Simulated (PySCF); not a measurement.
Species: C3H14OSi3.
Structure used (PBE0-D3(BJ)/def2-SVP), in Å, numbered top down from 1:
```
atom  x, y, z in Å
C1    -1.7510    0.9655   -1.0161
C2    -1.5250   -0.0740    0.0668
C3    -2.5976   -1.1442    0.0892
O4    -0.2729   -0.7114   -0.1489
Si5    1.1133   -0.3263    0.7066
Si6    2.8367   -1.6109   -0.2189
Si7    1.6585    1.9616    0.5733
H8    -2.7149    1.4786   -0.8794
H9    -1.7457    0.4837   -2.0059
H10   -0.9564    1.7273   -1.0046
H11   -1.5167    0.4365    1.0524
H12   -2.6102   -1.6809   -0.8719
H13   -3.5919   -0.7047    0.2594
H14   -2.3954   -1.8741    0.8862
H15    0.9394   -0.6595    2.1624
H16    2.5454   -3.0731   -0.1111
H17    4.1096   -1.3160    0.5114
H18    3.0204   -1.2526   -1.6587
H19    2.9294    2.1992    1.3285
H20    1.8670    2.3702   -0.8511
H21    0.5894    2.8305    1.1604
```

A calculation gives these core lines: C 1s: 290.55 (area 2), 292.11 (area 1) eV; O 1s: 537.46 eV; Si 1s: 1846.06 (area 2), 1846.39 (area 1) eV; Si 2p3/2: 106.36 (area 2), 106.59 (area 1) eV.

Method used: delta-SCF UKS SCAN, pcX-2 on the ionised atom, pcseg-1 elsewhere, spin-free X2C in PySCF. One conformer (not necessarily the lowest) at the PBE0-D3(BJ)/def2-SVP geometry, without solvent, vibrations or thermal averaging.

Question: Which carbon gives which C 1s line?

Answer: 290.55 eV: C1/C3 (methyl carbon); 292.11 eV: C2 (sp3 carbon bound to oxygen). The listed C 1s values span 1.56 eV, from C1/C3 (bonded to C and 3 H) to C2 (bonded to O, 2 C and H).

Question: Order the silicon atoms by Si 1s binding energy.

Answer: 1846.06 eV: Si6/Si7 (SiH3 silicon); 1846.39 eV: Si5 (oxygen-bound silicon). Lowest listed Si 1s: Si6/Si7, bonded to 3 H and Si. Highest, 0.33 eV above it: Si5, bonded to O, H and 2 Si. Summing the Pauling electronegativity differences to the bonded atoms, each weighted by its formal bond order, gives +0.90 for the lowest site and +1.84 for the highest.

Question: Order the silicon atoms by Si 2p3/2 binding energy.

Answer: 106.36 eV: Si6/Si7 (SiH3 silicon); 106.59 eV: Si5 (oxygen-bound silicon). The 2 Si 2p3/2 values lie within 0.23 eV of each other.

Bonded neighbours of each site: C1/C3: C and 3 H; C2: O, 2 C and H; O4: C and Si; Si5: O, H and 2 Si; Si6/Si7: 3 H and Si.

Question: Express the binding energy of Si 1s of Si6/Si7 in atomic units and per mole.

Answer: 1846.06 eV = 67.8415 Eh = 178118 kJ/mol.

Topologically equivalent atoms share the value of their first member; where this conformer doesn't relate them by symmetry, their own values could differ. The 2p values aren't plain energy differences: one relaxed spin-free 2p hole is combined with a matrix within the shell (ground-state 2p orbital-energy differences and spin–orbit coupling). 2p3/2, the mean of its two sublevels, lies a third of the splitting below the shell's mean and 2p1/2 two thirds above it; the statistical areas are 2:1. 2p1/2 minus 2p3/2 (ligand field included): Si 0.62 eV.
